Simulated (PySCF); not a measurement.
## TlI: from constants to spectrum

RHF-CCSD(T) constants of TlI, ¹Σ⁺ (singlet), closed shell (PySCF, scalar-relativistic core potentials, basis sets Tl cc-pVDZ-PP with ECP60, I cc-pVDZ-PP with ECP28; masses 204.9744 and 126.9045 u):

| Item | Value |
| --- | --- |
| ωe | 148.9 cm⁻¹ |
| ωexe | 0.245 cm⁻¹ |
| Be | 0.025792 cm⁻¹ |
| αe | 6.13e-05 cm⁻¹ |
| D (centrifugal) | 3.09e-09 cm⁻¹ |
| De to Tl + I | 3.22 eV |

(1) Estimate the standard entropy (1 bar) and heat capacity of the ideal gas at 500 K, rigid rotor with B0 and harmonic oscillator at the fundamental.

Correlated steps freeze 8 core orbitals. Correlated levels converge slowly with the basis: in double zeta they bind strong bonds too weakly, by up to about 1 eV, and carry superposition errors of some tenths. These are scalar-relativistic numbers at best; spin–orbit coupling would shift them, the dissociation energy most. Where the molecule has an RHF reference, its open-shell atoms are computed with UHF.

Results:

(1) Translation (Sackur–Tetrode, M = 331.88 u): 192.0 J/(mol K). Rotation: q = kT/(σB0) = 13500 with σ = 1, 87.4. Vibration: x = hcν0/kT = 0.427, 15.45. S° = 294.8 J/(mol K); Cp = 7R/2 + 8.19 = 37.3 J/(mol K).
